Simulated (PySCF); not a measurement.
# From MP2 to CCSD(T): MI along group 13

MP2 and CCSD(T) in PySCF with def2-SVP on every atom (core potentials on In, I, Tl), for the lowest determinant that a PBE0 search found; no spin–orbit coupling.

```tsv
molecule	state (unpaired electrons)	MP2 Re (Å)	MP2 ωe (cm⁻¹)	MP2 De (eV)	CCSD(T) Re (Å)	CCSD(T) ωe (cm⁻¹)	CCSD(T) De (eV)
AlI	singlet (closed shell)	2.541	328	3.79	2.543	327	3.68
GaI	singlet (closed shell)	2.580	226	3.61	?	?	?
InI	singlet (closed shell)	2.787	181	3.47	2.796	179	3.34
TlI	singlet (closed shell)	2.869	152	3.35	2.883	150	3.23
```

(1) Estimate the CCSD(T) values of GaI by adding the mean shift from MP2 to CCSD(T) of the other rows, and compare with the calculation.

(2) What are the mean differences of MP2 from CCSD(T) over the whole series?

In a basis of this size CCSD(T) is itself not converged; it tends to give bonds that are too long and too weak.

Correlated steps freeze the inner cores (8 to 13 orbitals); shallow outer-core shells are correlated. Correlated levels converge slowly with the basis: in double zeta they bind strong bonds too weakly, by up to about 1 eV, and carry superposition errors of some tenths. These are scalar-relativistic numbers at best; spin–orbit coupling would shift them, the dissociation energy most. Where the molecule has an RHF reference, its open-shell atoms are computed with UHF.

Results:

(1) The mean shifts are +0.8 pm, -2 cm⁻¹ and -0.12 eV, which give 2.588 Å, 224 cm⁻¹ and 3.49 eV. CCSD(T)/def2-SVP gives Re = 2.590 Å, ωe = 223 cm⁻¹, De = 3.50 eV.

(2) Re -0.9 pm, ωe +2 cm⁻¹, De +0.12 eV.
